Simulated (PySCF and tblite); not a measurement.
Values are calculated unless marked as measured or tabulated.
C₉H₁₂, numbered as in [CH:1]#[C:2][C@H:3]1[C@H:4]2[CH2:5][CH2:6][CH2:7][CH2:8][C@@H:9]12.

Level: PBE0-D3(BJ)/pcSseg-1 (IEF-PCM, cyclohexane)//GFN2-xTB, thermal terms from GFN2-xTB, symmetry numbers and mirror pairs counted. Conformers within 3 kcal/mol (GFN2-xTB free energy) were kept, 5 at most. Couplings: B3LYP/6-31G* with pcJ-1 on H (gas phase; spin-dipole term only for pairs with B, N, F, Si or P). Couplings are for ¹H. H–H couplings come out 0.1 to 0.9 Hz lower than with pcJ-1 on all atoms. Of two unlike H on one atom, a is the less shielded (PBE0/pcSseg-1 (IEF-PCM, cyclohexane)). (PySCF 2.14, tblite 0.8.)

The 6-ring runs over atoms 4–5–6–7–8–9. Of a mirror pair one member is shown.

```json
{"conformer": "1", "shape": "6-ring half-chair (ring torsions -55, 68, -45, 13, -2, 23°)", "weight %": "99.6"}
{"conformer": "2", "shape": "6-ring boat (ring torsions -51, 0, 51, -52, 0, 52°)", "weight %": "0.4"}
```

Dihedral angles along the coupling paths:

```
   coupling  conformer  dihedral (°)
  ³J(H4,H9)          1            -1
  ³J(H4,H9)          2             0
³J(H6a,H7a)          1            67
³J(H6a,H7a)          2             0
³J(H6b,H7b)          1            67
³J(H6b,H7b)          2             0
```

What are these vicinal couplings in each conformer, and averaged?


```csv
coupling,conformer,dihedral (°),J (Hz),average (Hz)
"³J(H4,H9)",1,-1,9.8,9.8
"³J(H4,H9)",2,0,9.3,9.8
"³J(H6a,H7a)",1,67,2.3,2.4
"³J(H6a,H7a)",2,0,13.0,2.4
"³J(H6b,H7b)",1,67,2.3,2.3
"³J(H6b,H7b)",2,0,13.6,2.3
```
